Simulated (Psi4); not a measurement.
Psi4 input (wB97X-D/6-311+G**):

```
memory 1500 MB

molecule {
-1 1
C     0.55798013   -0.80249177    0.02841444
C    -0.70200109   -0.40341838    0.06593373
F    -1.74277738   -1.28535688    0.18411089
F    -1.29708299    0.83279059    0.00825950
Cl    1.66016877    0.66520926   -0.13514250
symmetry c1
no_reorient
no_com
}

set {
  basis 6-311+G**
  reference rks
  scf_type df
  df_basis_scf def2-universal-jkfit
  dft_radial_points 99
  dft_spherical_points 590
  e_convergence 1e-8
  d_convergence 1e-7
  maxiter 150
}

e = energy('wb97x-d')
print_out(f'\nFINAL {e:.10f} DIPOLE {variable("CURRENT DIPOLE")[0]:.6f} {variable("CURRENT DIPOLE")[1]:.6f} {variable("CURRENT DIPOLE")[2]:.6f}\n')
```

From the output:

```
      37A      0.363039    38A      0.387497    39A      0.427912
      40A      0.495677    41A      0.498058    42A      0.504209
      43A      0.540962    44A      0.545870    45A      0.547506
      46A      0.570173    47A      0.599770    48A      0.640823
      49A      0.676998    50A      0.698883    51A      0.705587
      52A      0.723429    53A      0.807956    54A      0.852926
      55A      0.872093    56A      0.878703    57A      0.956244
      58A      1.012464    59A      1.053423    60A      1.120608
      61A      1.138463    62A      1.157949    63A      1.169034
      64A      1.249026    65A      1.292419    66A      1.391385
      67A      1.446500    68A      1.456435    69A      1.577289
      70A      1.615138    71A      1.645326    72A      1.665243
      73A      1.688225    74A      1.708665    75A      1.795155
      76A      1.853894    77A      1.874502    78A      2.014238
      79A      2.117792    80A      2.157365    81A      2.233921
      82A      2.256005    83A      2.476926    84A      2.483379
      85A      2.548944    86A      2.629514    87A      2.732868
      88A      2.937712    89A      3.164823    90A      3.211301
      91A      3.305612    92A      3.476895    93A      3.654436
      94A      4.029352    95A      4.042309    96A      4.045351
      97A      4.062105    98A      4.176915    99A      4.206586
     100A      4.258009   101A      4.452432   102A      4.875605
     103A      5.142457   104A      6.558196   105A      6.595345
     106A      6.647394   107A      6.660868   108A      6.741870
     109A      7.060115   110A     10.003038   111A     23.667411
     112A     24.503507   113A     26.120069   114A     26.193943
     115A     26.569488   116A     67.080556   117A     67.090668
     118A    216.070875

    Final Occupation by Irrep:
              A
    DOCC [    24 ]
    NA   [    24 ]
    NB   [    24 ]

  @DF-RKS Final Energy:  -736.06401373360654

   => Energetics <=

    Nuclear Repulsion Energy =            197.4312601262676878
    One-Electron Energy =               -1419.2602448451107193
    Two-Electron Energy =                 528.8636475372068162
    DFT Exchange-Correlation Energy =     -43.0980203013720526
    Empirical Dispersion Energy =          -0.0006562505983105
    VV10 Nonlocal Energy =                  0.0000000000000000
    Total Energy =                       -736.0640137336065436

Computation Completed

Properties will be evaluated at   0.000000,   0.000000,   0.000000 [a0]

Properties computed using the SCF density matrix

 Multipole Moments:

 ------------------------------------------------------------------------------------
     Multipole            Electronic (a.u.)      Nuclear  (a.u.)        Total (a.u.)
 ------------------------------------------------------------------------------------

 L = 1.  Multiply by 2.5417464519 to convert [e a0] to [Debye]
 Dipole X            :         -0.7128489            0.0000000           -0.7128489
 Dipole Y            :          0.8326606           -0.0000002            0.8326604
 Dipole Z            :         -0.0224441            0.0000001           -0.0224440
 Magnitude           :                                                    1.0963488

 ------------------------------------------------------------------------------------

FINAL -736.0640137336 DIPOLE -0.712849 0.832660 -0.022444

*** Psi4 exiting successfully. Buy a developer a beer!
```

The dipole moment of an ion depends on the origin.

The geometry given is a B3LYP-D3(BJ)/def2-TZVP minimum.
